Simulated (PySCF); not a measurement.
[V(SH)6]3-: V(III) (d2), charge -3. The structure is a model geometry with rigid ligands and bond lengths from ionic radii, not a minimum; coordination octahedral, point group S6, metal–donor distances 2.38 Å.

```
13

V     0.0000    0.0000    0.0000
S     0.0000    0.0000    2.3800
H     1.3200    0.0000    2.6300
S     0.0000    0.0000   -2.3800
H    -1.3200    0.0000   -2.6300
S     2.3800    0.0000    0.0000
H     2.6300    1.3200    0.0000
S    -2.3800    0.0000    0.0000
H    -2.6300   -1.3200    0.0000
S     0.0000    2.3800    0.0000
H     0.0000    2.6300    1.3200
S     0.0000   -2.3800    0.0000
H     0.0000   -2.6300   -1.3200
```

Method (PySCF 2.14, density fitting): CASSCF(2,5) with orbitals averaged over all microstates of the shell, strongly contracted NEVPT2 on the averaged canonical orbitals; basis x2c-TZVPall on the metal, x2c-SVPall elsewhere; spin-free X2C; IEF-PCM water; spin-orbit coupling by state interaction with the mean-field operator over all roots.

**Question.** What is the ground state?

**Answer.** 3Ag (from 3T1g) (S = 1, orbital degeneracy 1), with 2.0 electrons in the lower (t2g-type) set and 0.0 in the upper (eg-type) set, by NEVPT2; the next part of the same split term lies only 61 cm⁻¹ higher, which doesn't decide their order.

**Question.** Where do the spin-allowed transitions within the shell lie?

**Answer.** By NEVPT2: 3Eg (from 3T1g) at 61 cm⁻¹; 3Ag (from 3T2g) at 17944 cm⁻¹ (557 nm); 3Eg (from 3T2g) at 18034 cm⁻¹ (554 nm); 3Ag (from 3T1g) at 26087 cm⁻¹ (383 nm); 3Eg (from 3T1g) at 26247 cm⁻¹ (381 nm); 3Ag (from 3A2g) at 37360 cm⁻¹ (268 nm). All are electric-dipole forbidden at this geometry.

**Question.** Which is the lowest state of another spin?

**Answer.** 1Eg (from 1T2g) at 10662 cm⁻¹ by NEVPT2; CASSCF alone puts it at 12750 cm⁻¹ above the same ground state.

**Question.** Give the fitted ligand-field and repulsion parameters.

**Answer.** At CASSCF level (the NEVPT2 levels don't fit a ligand-field model well): orbital energies 0, 0, 168, 15885, 15885 cm⁻¹; 10Dq = 15829 cm⁻¹ (difference of the means of the two sets); B = 865 cm⁻¹; C = 3286 cm⁻¹; B over its free-ion value at the same level 0.797; rms of the fit 337 cm⁻¹; ζ = 172 cm⁻¹ (free ion 209).

**Question.** What magnetic behaviour follows?

**Answer.** Degenerate or low-lying orbital states mix with the ground state, so no spin-only Hamiltonian applies. The lowest spin-orbit level is 1-fold; the next lies at 5.6 cm⁻¹. μeff is 2.74 μB at 300 K and 1.22 μB at 10 K; the spin-only value is 2.83 μB.

The geometry is a model, and the complex may not exist in this form. 3Eg (from 3T1g) (61 cm⁻¹) lies within 300 cm⁻¹ of 3Ag (from 3T1g) at NEVPT2 level, inside the method's error: they are parts of one split term, whose order is undecided, and g values and low-temperature moments can hang on it. NEVPT2 lifts 3Ag (from 3T2g) from 14716 to 17944 cm⁻¹; on the d shell alone it tends to overshoot states that fill the eg-type orbitals. An active orbital has only 0.75 squared overlap with the free ion's shell, so the metal shell alone is a small active space here. NEVPT2 on the d shell alone tends to put d–d bands too high for such charged or covalently bound ions.

The job took 24 s on one thread of AMD EPYC 9R14 (shared host), with 186 basis functions and a peak of 0.52 GiB, launched as `OMP_NUM_THREADS=1 python lf_run.py task.json out`.
